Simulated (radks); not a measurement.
Q: All-electron atom: Zn IV in [Ar] 3d(3/2: 3, 5/2: 6). Method: Dirac Kohn-Sham, PBE, spin-unpolarised, spherical densities, finite nucleus; Fermi nuclear charge, rms radius 3.9283 fm; computed with a radial shooting solver on a logarithmic mesh with Libxc functionals. Some entries of the table are withheld. Estimate them.

| orbital | occ. | eigenvalue (hartree) | <r^2> (bohr^2) |
|---|---|---|---|
| 1s1/2 | 2 | -351.5331 | 0.003405 |
| 2s1/2 | 2 | -44.11883 | 0.06030 |
| 2p1/2 | 2 | -39.03894 | (1) |
| 2p3/2 | 4 | -38.16164 | (2) |
| 3s1/2 | 2 | (3) | 0.5297 |
| 3p1/2 | 2 | -4.67275 | 0.5763 |
| 3p3/2 | 4 | -4.55844 | 0.5932 |
| 3d3/2 | 3 | -1.87312 | 0.8531 |
| 3d5/2 | 6 | -1.85858 | 0.8634 |

A: 
(1) 2p1/2 <r^2> (bohr^2): 0.04716
(2) 2p3/2 <r^2> (bohr^2): 0.04869
(3) 3s1/2 eigenvalue (hartree): -6.28626
